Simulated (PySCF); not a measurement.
TlI, SMILES [I][Tl]. Geometry: PBE-D3(BJ)/def2-TZVP. The def2 effective core potentials stand for the cores of I, Tl; spin–orbit coupling is left out.

Calculation: PBE-D3(BJ)/def2-TZVP in PySCF 2.14.0.

Harmonic wavenumbers (cm⁻¹): 143. Rotational constants (GHz): 0.7885 (linear); symmetry number 1.

**Question.** Work out the zero-point energy and the ideal-gas rigid-rotor harmonic-oscillator thermochemistry at 298.15 K and 1 atm.

**Answer.** ZPE = ½ Σ hcν = ½ × 143 cm⁻¹ = 0.86 kJ/mol. H − E(el) = 11.25 kJ/mol. Entropy in J/(mol K): translation 181.12, rotation 82.91, vibration 11.54, total 275.57. G − E(el) = -70.91 kJ/mol. Cp = 37.09 J/(mol K). Modes under 150 cm⁻¹ make the vibrational entropy uncertain.
